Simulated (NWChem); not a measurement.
C₄H₅F; SMILES C(C)=C=CF

```xyz
10

C     -0.4928     2.2741    -0.1680
C      0.3982     1.1868     0.3789
C      0.3680    -0.0710     0.0147
C      0.3601    -1.3164    -0.3757
F     -0.4116    -2.2699     0.2087
H     -1.1874     1.8836    -0.9161
H      0.1081     3.0699    -0.6274
H     -1.0726     2.7378     0.6405
H      1.1188     1.4937     1.1412
H      0.9562    -1.7176    -1.1903
```
Atoms are numbered in this order, from 1.

All runs: NWChem. Pople sets run with spherical d functions. Geometry: optimised at B3LYP/6-31G* (spherical d). Level: B3LYP/6-31G* with SMD (1 M gas to 1 M solution), gas-phase geometry.

Estimate the computed values for solvent toluene. Quantities: solvation free energy (kcal/mol); cavity-dispersion-structure term (kcal/mol); dipole in solution (D).

solvation free energy (kcal/mol): -2.8
cavity-dispersion-structure term (kcal/mol): -1.0
dipole in solution (D): 2.29
